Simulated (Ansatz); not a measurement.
`FB1NCO1`, relaxed with RKS PBE0-D4/def2-TZVP in Ansatz 0.2.0 from a PBE-D4/def2-SVP geometry. The force threshold is 0.005 eV/Å; the program also tests the step.

Total charge 0; spin multiplicity 1.

Start:

```xyz
8

F     0.184   -1.503   -1.909
B     0.068   -0.619   -0.927
N     0.010   -0.680    0.492
C    -0.086    0.772    0.423
O    -0.051    0.775   -1.027
H     0.136   -1.279    1.302
H    -1.041    1.204    0.800
H     0.781    1.329    0.846
```

```json
{"step": "1", "energy (eV)": "-8013.6043", "largest force (eV/Å)": "0.567", "largest move (Å)": "0.000"}
{"step": "2", "energy (eV)": "-8013.6364", "largest force (eV/Å)": "0.190", "largest move (Å)": "0.018"}
{"step": "3", "energy (eV)": "-8013.6399", "largest force (eV/Å)": "0.038", "largest move (Å)": "0.009"}
{"step": "4", "energy (eV)": "-8013.6400", "largest force (eV/Å)": "0.022", "largest move (Å)": "0.002"}
{"step": "5", "energy (eV)": "-8013.6409", "largest force (eV/Å)": "0.059", "largest move (Å)": "0.022"}
{"step": "6", "energy (eV)": "-8013.6411", "largest force (eV/Å)": "0.025", "largest move (Å)": "0.003"}
{"step": "7", "energy (eV)": "-8013.6414", "largest force (eV/Å)": "0.096", "largest move (Å)": "0.011"}
{"step": "8", "energy (eV)": "-8013.6430", "largest force (eV/Å)": "0.073", "largest move (Å)": "0.038"}
{"step": "9", "energy (eV)": "-8013.6434", "largest force (eV/Å)": "0.027", "largest move (Å)": "0.014"}
{"step": "10", "energy (eV)": "-8013.6435", "largest force (eV/Å)": "0.008", "largest move (Å)": "0.007"}
{"step": "11 (rejected)", "energy (eV)": "-8013.6434", "largest force (eV/Å)": "0.030", "largest move (Å)": "0.003"}
{"step": "12", "energy (eV)": "-8013.6435", "largest force (eV/Å)": "0.003", "largest move (Å)": "0.001"}
```

End:

```xyz
8

F     0.207   -1.491   -1.879
B     0.053   -0.614   -0.912
N    -0.087   -0.682    0.493
C    -0.102    0.769    0.426
O    -0.044    0.766   -1.013
H     0.226   -1.247    1.258
H    -1.028    1.234    0.776
H     0.775    1.265    0.852
```

Hardware: 2 threads of an AMD EPYC 9R45 on a shared host. Wall time 18 s, peak host memory 0.37 GiB.
